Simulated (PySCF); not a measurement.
# Reading the logs of faulty runs: BCGeH6Si

All numbers below are calculated, not measured. The program is PySCF 2.14.0, an open-source quantum chemistry code, run on an isolated molecule that a program drew, which may never have been made. The molecule is BCGeH6Si (charge 0, doublet), drawn as the SMILES string `[SiH3]B=[CH][GeH2]`.

Each row is a Hartree-Fock (HF) and frozen-core CCSD(T) single point in the cc-pV(D+d)Z basis, meant for a local HF minimum. Run 1 is clean. Each other run has one planted mistake out of seven kinds, and not every kind appears here: one electron removed, one electron added, multiplicity raised by two, geometry at a saddle point, minimal basis STO-3G, one bond length entered in bohr, all coordinates scaled. The reference is restricted for singlets and unrestricted otherwise, and also for a bond in bohr. Adding or removing an electron swaps singlet and doublet. Electrons count all cores. HOMO and LUMO are orbital energies over both spins, the gradient is its largest component, and the lowest frequency (negative if imaginary) is given only where the gradient is small. Bond lengths are over the 9 bonds as drawn. T1 is the CCSD diagnostic: over 0.02 (restricted) or 0.045 (unrestricted) a single reference is doubtful. Germanium has the cc-pVDZ-PP basis, with a core potential (ECP10MDF) in place of its 10 inner electrons, and its 3s, 3p and 3d shells are frozen in CCSD(T).

Geometry of the clean run:
```xyz
10
BCGeH6Si, angstrom
Si   -0.8464    0.2008    1.5530
B     0.0951    1.5736    0.4268
C     0.7041    2.5203   -0.3874
Ge   -0.2027    2.9703   -2.0367
H    -1.1046   -1.0334    0.7786
H    -2.1298    0.7304    2.0636
H     0.0484   -0.1110    2.6917
H     1.6547    3.0074   -0.2037
H    -1.5884    2.3012   -2.0888
H    -0.3428    4.4923   -2.2146
```

```
run,electrons,basis functions,<S^2>,HOMO (eV),LUMO (eV),gradient (hartree/bohr),lowest frequency (cm^-1),mean bond (Å),longest bond (Å),T1,HF (hartree),CCSD(T) (hartree),mistake
1,63,104,0.813,-7.81,1.13,1.1e-05,30,1.5486,2.010,0.0230,-648.27161,-648.73810,no fault
2,62,104,0.000,-14.81,-6.07,7.3e-02,-,1.5486,2.010,0.0208,-648.01337,-648.47425,one electron removed
3,63,104,1.843,-8.12,1.24,9.6e-03,-,1.7473,3.798,0.0354,-648.15940,-648.59756,?
4,63,104,0.778,-7.61,1.43,8.0e-02,-,1.4138,1.835,0.0178,-648.18646,-648.64462,?
```

**Which mistake was planted in run 3, and what did it cost?**

The mean bond changes by a factor of 1.128 and the longest by 1.890, so the molecule wasn't scaled as a whole. A length L in bohr read as angstrom grows by (1/0.5292 - 1) L = 0.890 L. The 9 bonds together grew by 9 x 0.1987 = 1.788 Å, which gives L = 2.010 Å. That is bond Si1-B2, 2.010 Å in the clean geometry. So the mistake is: one bond length entered in bohr. Subtracting run 1 and multiplying by 627.51 kcal/mol a hartree, the energy moved by 70.4 kcal/mol in HF and 88.2 kcal/mol in CCSD(T).

**Which mistake was planted in run 4, and what did it cost?**

The mean and the longest bond both change by the same factor, 0.913, and the gradient is no longer small. So the mistake is: all coordinates scaled. Subtracting run 1 and multiplying by 627.51 kcal/mol a hartree, the energy moved by 53.4 kcal/mol in HF and 58.7 kcal/mol in CCSD(T).

Cautions from the logs. Run 2: T1 is over the limit, so its CCSD(T) energy is less reliable.
